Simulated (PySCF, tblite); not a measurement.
Isomers of C6H13GeN. Method: GFN2-xTB as coded in tblite; computed harmonic values from a numerical Hessian at the method's own geometry, unscaled. Errors from tens to a few hundred cm⁻¹ against measured bands are possible. Modes of hydrogen on germanium can be 10 to 20 % off. One conformer each.

Electronic energies: PBE0-D3(BJ)/def2-SVP at its own geometries (PySCF, gas phase).

```csv
SMILES,"electronic energy, lowest = 0 (kJ/mol)"
CC[C@@H]1C=C[CH2][Ge@@H]1[NH2],0.0
C[NH][Ge@@H]1[CH2]C=C(C)[CH2]1,15.3
C=[N][GeH]1[CH2]CCC[CH2]1,17.9
[NH2][GeH2][C@@H]1C[C@@H]1C1CC1,120.9
CC(C)(C)C#[C][GeH2][NH2],136.0
[NH2][GeH2][C@@H]1C[C@H]1C1CC1,125.2
```

Problem. How do GFN2-xTB zero-point energies change the relative energies?

Solution. 
```json
{"SMILES": "CC[C@@H]1C=C[CH2][Ge@@H]1[NH2]", "ZPE (kJ/mol)": "452.8", "of it from modes above 1550 cm⁻¹": "240.3", "electronic (kJ/mol)": "0.0", "with ZPE, lowest = 0 (kJ/mol)": "0.0", "lowest mode (cm⁻¹)": "49", "rings": "1"}
{"SMILES": "C[NH][Ge@@H]1[CH2]C=C(C)[CH2]1", "ZPE (kJ/mol)": "452.4", "of it from modes above 1550 cm⁻¹": "238.1", "electronic (kJ/mol)": "15.3", "with ZPE, lowest = 0 (kJ/mol)": "15.0", "lowest mode (cm⁻¹)": "34", "rings": "1"}
{"SMILES": "C=[N][GeH]1[CH2]CCC[CH2]1", "ZPE (kJ/mol)": "456.1", "of it from modes above 1550 cm⁻¹": "232.4", "electronic (kJ/mol)": "17.9", "with ZPE, lowest = 0 (kJ/mol)": "21.2", "lowest mode (cm⁻¹)": "60", "rings": "1"}
{"SMILES": "[NH2][GeH2][C@@H]1C[C@@H]1C1CC1", "ZPE (kJ/mol)": "449.6", "of it from modes above 1550 cm⁻¹": "228.8", "electronic (kJ/mol)": "120.9", "with ZPE, lowest = 0 (kJ/mol)": "117.7", "lowest mode (cm⁻¹)": "45", "rings": "2"}
{"SMILES": "[NH2][GeH2][C@@H]1C[C@H]1C1CC1", "ZPE (kJ/mol)": "448.4", "of it from modes above 1550 cm⁻¹": "228.8", "electronic (kJ/mol)": "125.2", "with ZPE, lowest = 0 (kJ/mol)": "120.8", "lowest mode (cm⁻¹)": "31", "rings": "2"}
{"SMILES": "CC(C)(C)C#[C][GeH2][NH2]", "ZPE (kJ/mol)": "443.2", "of it from modes above 1550 cm⁻¹": "241.4", "electronic (kJ/mol)": "136.0", "with ZPE, lowest = 0 (kJ/mol)": "126.5", "lowest mode (cm⁻¹)": "5", "rings": "0"}
```

The zero-point energies span 12.9 kJ/mol, from `CC(C)(C)C#[C][GeH2][NH2]` to `C=[N][GeH]1[CH2]CCC[CH2]1`. The order is unchanged.

Problem. And how do the electronic energies of GFN2-xTB itself compare?

Solution. `CC[C@@H]1C=C[CH2][Ge@@H]1[NH2]` 2.6; `C[NH][Ge@@H]1[CH2]C=C(C)[CH2]1` 0.0; `C=[N][GeH]1[CH2]CCC[CH2]1` 3.1; `[NH2][GeH2][C@@H]1C[C@@H]1C1CC1` 41.1; `[NH2][GeH2][C@@H]1C[C@H]1C1CC1` 42.4; `CC(C)(C)C#[C][GeH2][NH2]` 59.6 kJ/mol, lowest = 0. Against the energies above, taken from the same isomer `CC[C@@H]1C=C[CH2][Ge@@H]1[NH2]`, the largest difference is 85.4 kJ/mol. The two levels were optimised apart and needn't hold the same conformer.

Problem. What do entropy and thermal enthalpy add at 298.15 K and 1 bar (rigid rotor, harmonic oscillator, one conformer each)?

Solution. 
```tsv
SMILES	point group	symmetry number	S (J/(mol K))	H − H(0) (kJ/mol)	ZPE + H − H(0) − TS (kJ/mol)
CC[C@@H]1C=C[CH2][Ge@@H]1[NH2]	C1	1	424.6	30.90	357.1
C[NH][Ge@@H]1[CH2]C=C(C)[CH2]1	C1	1	435.7	31.60	354.1
C=[N][GeH]1[CH2]CCC[CH2]1	Cs	1	412.3	29.06	362.2
[NH2][GeH2][C@@H]1C[C@@H]1C1CC1	C1	1	422.8	29.62	353.1
[NH2][GeH2][C@@H]1C[C@H]1C1CC1	C1	1	433.5	30.32	349.5
```

Not tabulated: `CC(C)(C)C#[C][GeH2][NH2]` (lowest mode only 5 cm⁻¹).
